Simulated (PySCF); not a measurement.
**Radial density of Sn⁺ (tin, charge +1)**

PBE, [Kr] 4d10 5s2 5p1, 2P determinant. Computed with PySCF 2.14 in aug-cc-pVDZ-PP with ECP28MDF (5s4p3d, 32 functions), with a scalar-relativistic core potential. This is the valence pseudo-density: the core potential removes the inner electrons and smooths the orbitals near the nucleus.

| r (bohr) | 4πr²ρ (e/bohr) | 4πr²(ρα − ρβ) |
| --- | --- | --- |
| 0.00821 | 2.288e-05 | 0.0000 |
| 0.0138 | 6.110e-05 | 0.0000 |
| 0.0232 | 0.0001481 | 0.0000 |
| 0.0391 | 0.0002919 | 0.0000 |
| 0.0657 | 0.0005862 | 0.0000 |
| 0.111 | 0.003939 | 0.0000 |
| 0.186 | 0.05209 | 0.0002 |
| 0.313 | 0.9302 | 0.0036 |
| 0.526 | 11.33 | 0.0464 |
| 0.885 | 21.88 | 0.0178 |
| 1.49 | 6.510 | 0.1282 |
| 2.50 | 1.671 | 0.4443 |
| 4.21 | 0.2128 | 0.1287 |
| 7.08 | 0.005241 | 0.0046 |

Energies and moments cover only the electrons outside the core potential.
